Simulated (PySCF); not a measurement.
Working out the ionisation energy of Pd+

Pd+ [Kr] 4d9 (2D) → Pd(2+) [Kr] 4d8 (3F). Calculation: PySCF 2.14, in x2c-SVPall; the spin-free X2C one-electron Hamiltonian (Gaussian nucleus). Frozen: [Kr]. Energies in hartree (1 hartree = 27.21139 eV):

```
             part   Pd+ (lower)  Pd(2+) (upper)
              UHF  -5042.034860    -5041.393021
MP2 opposite-spin     -0.134264       -0.097446
    MP2 same-spin     -0.078551       -0.061597
```

What does Hartree-Fock give?

(-5041.393021) − (-5042.034860) = 0.641839 hartree = 17.465 eV.

What do MP2 and SCS-MP2 (6/5 opposite-spin, 1/3 same-spin) give?

The opposite-spin parts differ by 1.002 eV and the same-spin parts by 0.461 eV. MP2: 17.465 + (1.002) + (0.461) = 18.928 eV. SCS-MP2: 17.465 + 1.2 × (1.002) + (0.461)/3 = 18.821 eV.

Reference: 19.43 ± 0.12 eV (semi-empirical (NIST evaluation); NIST Atomic Spectra Database, ionization energies), between the lowest levels; spin-orbit coupling is absent from the calculation.

A double-zeta basis recovers only part of the correlation energy.

What remains against the reference includes basis incompleteness, the frozen core and correlation beyond second order.
